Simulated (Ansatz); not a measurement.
Consider the substitution at a C–S bond: `[SiH3]SC[SiH2]Cl` + HCl → `ClC[SiH2]Cl` + `[SiH3]S`.

Program: Ansatz. Geometries: PBE0-D4/def2-TZVP. ΔE: electronic, gas phase. CCSD(T)/CBS adds triple-zeta CCSD(T) − MP2 to the extrapolated MP2 energy (def2 sets, frozen cores). This one scheme is used for every species. Functionals use def2-TZVPP. Each species was taken in one conformer, which may not be the lowest.

| level | ΔE (kcal/mol) |
| --- | --- |
| PBE-D4 | 3.5 |
| ωB97M-V | 2.9 |
| r2SCAN | 2.1 |
| SCS-MP2/def2-TZVPP | 2.8 |
| CCSD/def2-TZVPP | 2.6 |
| CCSD(T)/def2-TZVPP | 3.2 |
| MP2/def2-QZVPP | 4.2 |
| SCS-MP2/def2-QZVPP | 3.0 |

Q: What does CCSD(T)/CBS give? (An estimate is asked.)

A: Ansatz gave: +3.5 kcal/mol. The listed levels differ from it by 0.0, -0.6, -1.4, -0.7, -0.9, -0.3, 0.7, -0.5 kcal/mol.

Largest T1 diagnostic among the species: 0.011.

In def2-TZVPP, CCSD(T) changes the Hartree–Fock value by +4.2 kcal/mol (the triples alone add +0.6 kcal/mol) and MP2 by +5.1 kcal/mol. The D4 term adds +3.4 kcal/mol with B3LYP and +2.0 kcal/mol with PBE0; it sums over pairs of atoms, weighted by their polarisabilities, and B3LYP, whose exchange is more repulsive, gets the larger term.

B3LYP here is the variant with VWN-RPA as its local correlation; programs differ in this.
